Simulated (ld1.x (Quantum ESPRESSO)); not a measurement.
**Varying the TM potential for lithium**

Base potential:

```json
{
  "Element": "Li (Z = 3)",
  "Generator": "ld1.x (Quantum ESPRESSO) 7.5",
  "Type": "norm-conserving Troullier–Martins (Kleinman–Bylander form)",
  "Functional": "PBEsol",
  "Relativity": "non-relativistic",
  "Frozen core": "none",
  "Valence charge": "3",
  "Reference configuration": "1s2 2s0 2p0 (charge +1)",
  "Partial waves": "1s (bound): rc 0.50 bohr; 2p (bound, empty): rc 3.45 bohr",
  "Local potential": "all-electron potential smoothed inside 2.45 bohr (lloc = -1)",
  "Core correction": "none"
}
```

Cutoffs, loose and tight: the cutoffs (Ry, on a coarse ladder) from which the occupation-weighted sum of valence levels, in a spherical-Bessel basis at the reference potential, stays within 10 and 1 mRy of its value at 400 Ry. They do not see the model core or the augmentation charge, which bear on the density cutoff. Test errors are all-electron minus pseudo excitation energies from the reference, over the configurations 1s2 2s1 2p0; 1s2 2s0.5 2p0; 1s2 2s0 2p1; 1s1 2s1 2p0. A dash means not determined; rows that change the core or the reference have their own tests.

| change | outcome | cutoff, loose | cutoff, tight | bound ghosts | largest test error (meV) |
| --- | --- | --- | --- | --- | --- |
| base | generated | 260 Ry | 300 Ry | none | -886 |
| all radii scaled by about 0.77 (s 0.38, p 2.66 bohr); local potential all-electron potential smoothed inside 1.90 bohr (lloc = -1) | generated | over 300 Ry | over 300 Ry | none | -697 |
| all radii scaled by about 0.85 (s 0.42, p 2.94 bohr); local potential all-electron potential smoothed inside 2.08 bohr (lloc = -1) | generated | over 300 Ry | over 300 Ry | none | -717 |
| all radii scaled by about 1.09 (s 0.54, p 3.76 bohr); local potential all-electron potential smoothed inside 2.68 bohr (lloc = -1) | generated | 230 Ry | 300 Ry | none | -1078 |
| all radii scaled by about 1.15 (s 0.58, p 3.96 bohr); local potential all-electron potential smoothed inside 2.82 bohr (lloc = -1) | generated | 200 Ry | over 300 Ry | none | -1238 |

Problem. What comes out with this change to the base: all radii scaled by about 1.28 (s 0.64, p 4.42 bohr); local potential all-electron potential smoothed inside 3.14 bohr (lloc = -1)?

Solution. outcome: generated; cutoff, loose: 180 Ry; cutoff, tight: over 300 Ry; bound ghosts: none; largest test error (meV): -1764.

Problem. What comes out with this change to the base: all radii scaled by about 1.36 (s 0.68, p 4.70 bohr); local potential all-electron potential smoothed inside 3.34 bohr (lloc = -1)?

Solution. outcome: generated; cutoff, loose: 160 Ry; cutoff, tight: over 300 Ry; bound ghosts: none; largest test error (meV): -1976.

Reading the sweep of the scale of all radii (base = 1) (base included, trends over the rows without a ghost): The loose cutoff falls from 260 Ry at 1 to 160 Ry at 1.36. A larger radius leaves more room for a smooth pseudo-wave, so fewer plane waves are needed; a smaller one forces it to follow the all-electron wave where it bends sharply. The median size of the test errors (rows with all tests solved) rises from 88.6 meV at 0.77 to 380.7 meV at 1.36. More of the atom is replaced by a form fitted at one configuration, so other configurations suffer as the radius grows.
